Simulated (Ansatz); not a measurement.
`C[CH](C)[Ga]([OH])[OH]`, relaxed with RKS PBE0-D4/def2-TZVP in Ansatz 0.2.0 from a GFN2-xTB geometry. The force threshold is 0.005 eV/Å; the program also tests the step.

Total charge 0; spin multiplicity 1.

Start:

```xyz
15

C    -0.368    0.393    1.678
C     0.286   -0.398    0.556
C    -0.462   -1.680    0.217
Ga    0.459    0.829   -1.113
O     0.745    2.534   -0.826
O     0.404    0.440   -2.826
H    -1.410    0.606    1.446
H    -0.328   -0.172    2.610
H     0.151    1.340    1.823
H     1.310   -0.649    0.851
H    -1.493   -1.466   -0.065
H     0.020   -2.206   -0.609
H    -0.476   -2.344    1.082
H     0.891    3.156   -1.537
H     0.270   -0.383   -3.287
```

(1) How much energy does the relaxation release, and in how many steps? (Best estimate.)

(2) Which bonds change most? (Best estimate.)

(3) Give the relaxed structure. (An estimate is asked.)

## Answers

(1) Ansatz gave: 4.62 kcal/mol, in 18 steps.

(2) Ansatz gave: C2–Ga4 from 2.078 to 1.970 Å; Ga4–O6 from 1.758 to 1.794 Å; Ga4–O5 from 1.752 to 1.785 Å; O6–H15 from 0.953 to 0.959 Å.

(3) Ansatz gave: 
```xyz
15

C    -0.427    0.375    1.660
C     0.297   -0.330    0.516
C    -0.365   -1.654    0.152
Ga    0.489    0.866   -1.038
O     0.979    2.572   -0.839
O     0.215    0.464   -2.764
H    -1.465    0.603    1.400
H    -0.451   -0.262    2.551
H     0.057    1.316    1.934
H     1.326   -0.532    0.837
H    -1.390   -1.510   -0.203
H     0.182   -2.192   -0.628
H    -0.418   -2.314    1.025
H     1.033    3.038   -1.676
H    -0.062   -0.440   -2.927
```
